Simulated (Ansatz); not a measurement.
# Which is lower?

The two ends of one reaction step of SiPNH₈O, singlet (PBE0-D4/def2-TZVP).

A:

```xyz
12
angstrom
Si -1.2181 -0.1070 0.8655
O -0.2546 -1.4035 1.2254
H -1.5789 -0.1421 -0.5760
H -2.4352 -0.1951 1.7176
N -0.4467 1.3834 1.1320
H 1.4606 -0.9879 -1.2003
P 1.5097 0.2902 -1.8109
H -0.6937 -2.2125 1.4914
H 0.2000 1.7303 0.4402
H -0.1987 1.6868 2.0594
H 0.8490 -0.1370 -2.9910
H 2.8065 0.0943 -2.3532
```

B:

Si1  (-0.270, 0.511, 0.272)
O2  (-0.055, -2.840, -0.489)
H3  (-1.476, -0.231, -0.226)
H4  (0.276, -0.290, 1.402)
N5  (-0.578, 2.081, 0.893)
H6  (-0.889, -2.362, -0.461)
P7  (1.086, 0.738, -1.502)
H8  (0.273, -2.811, 0.413)
H9  (-0.858, 2.825, 0.275)
H10  (-0.968, 2.200, 1.813)
H11  (1.197, -0.667, -1.674)
H12  (2.263, 0.847, -0.716)
(Å)

Ansatz 0.2.0; basis: def2-TZVPP; cores frozen in the correlated methods. B3LYP uses VWN-RPA correlation.

Which structure is lower at CCSD(T), and by how much? (To be estimated.)

By the calculation: A, by 86.4 kJ/mol (electronic energy, against the other). By their contacts, A is a complex of SiNH₅O ([NH2][SiH2][OH]) + PH₃ and B is a complex of SiPNH₆ ([NH2][SiH2][PH2]) + H₂O.

All methods give the same order:

```json
{"method": "SPW92", "E(B) − E(A) (kJ/mol)": "72.5"}
{"method": "PBE-D4", "E(B) − E(A) (kJ/mol)": "68.4"}
{"method": "BLYP-D4", "E(B) − E(A) (kJ/mol)": "84.8"}
{"method": "r2SCAN-D4", "E(B) − E(A) (kJ/mol)": "81.3"}
{"method": "B97M-V", "E(B) − E(A) (kJ/mol)": "81.7"}
{"method": "PBE0-D4", "E(B) − E(A) (kJ/mol)": "73.2"}
{"method": "B3LYP-D4", "E(B) − E(A) (kJ/mol)": "87.9"}
{"method": "r2SCAN0-D4", "E(B) − E(A) (kJ/mol)": "83.0"}
{"method": "BHLYP-D4", "E(B) − E(A) (kJ/mol)": "94.7"}
{"method": "CAM-B3LYP-D4", "E(B) − E(A) (kJ/mol)": "94.5"}
{"method": "wB97X-V", "E(B) − E(A) (kJ/mol)": "85.6"}
{"method": "wB97M-V", "E(B) − E(A) (kJ/mol)": "87.2"}
{"method": "B2PLYP", "E(B) − E(A) (kJ/mol)": "90.3"}
{"method": "PBE-QIDH", "E(B) − E(A) (kJ/mol)": "81.0"}
{"method": "RPA on PBE", "E(B) − E(A) (kJ/mol)": "88.7"}
{"method": "HF", "E(B) − E(A) (kJ/mol)": "107.4"}
{"method": "MP2", "E(B) − E(A) (kJ/mol)": "87.2"}
{"method": "CCSD", "E(B) − E(A) (kJ/mol)": "89.8"}
{"method": "CCSD(T)", "E(B) − E(A) (kJ/mol)": "86.4"}
```

T1 diagnostic: at most 0.012.

Labels in which every atom is bracketed show which atoms are joined, not bond orders.

For scale, one of the runs: CCSD(T)/def2-TZVPP, 258 basis functions, launched by `ansatz run in.yaml --threads 4 --pin off --events-out ev --progress --plain --max-ram 9574MiB`. Time: 2.6 min of wall clock on 4 CPU threads of an Arm Neoverse V1; the host was shared. Peak host memory: 5.7 GiB.
